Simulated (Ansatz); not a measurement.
`[Cl][Ga]([Cl])[Br]` + `COC(C)(C)C` → `CC(C)(C)[O][Ga]([Cl])[Cl]` + `CBr`  (formal exchange of groups at a Ga–Br bond)

Computed with Ansatz on PBE0-D4/def2-TZVP structures; ΔE is electronic, products minus reactants. CBS: MP2 limit from def2 TZ/QZ plus the TZ coupled-cluster correction, frozen cores. DFT in def2-TZVPP. B3LYP here is the variant with VWN-RPA as its local correlation; programs differ in this. HSE06 is defined as in plane-wave codes. For Br, Ga outer-core shells are correlated without core-valence functions, which leaves a few kJ/mol of doubt a bond. Scalar relativity is left out up to krypton. One conformer a species, not always the lowest.

```json
{"level": "B3LYP-D4", "ΔE (eV)": "0.31"}
{"level": "HSE06", "ΔE (eV)": "0.41"}
```

**Question.** What does CCSD(T)/CBS give? (Best estimate.)

**Answer.** The calculation gave: +0.27 eV. The listed levels differ from it by 0.04, 0.14 eV.

Largest T1 diagnostic among the species: 0.012.

The D4 term adds −0.06 eV with B3LYP and −0.03 eV with PBE0; it sums over pairs of atoms, weighted by their polarisabilities, and B3LYP, whose exchange is more repulsive, gets the larger term. Leaving LDA and LC-ωPBE aside and taking each functional with its dispersion term where it has one, the values, not all of them listed here, spread over 0.15 eV, from BLYP-D4 to r2SCAN0-D4. LDA lies +0.04 eV from PBE without D4.
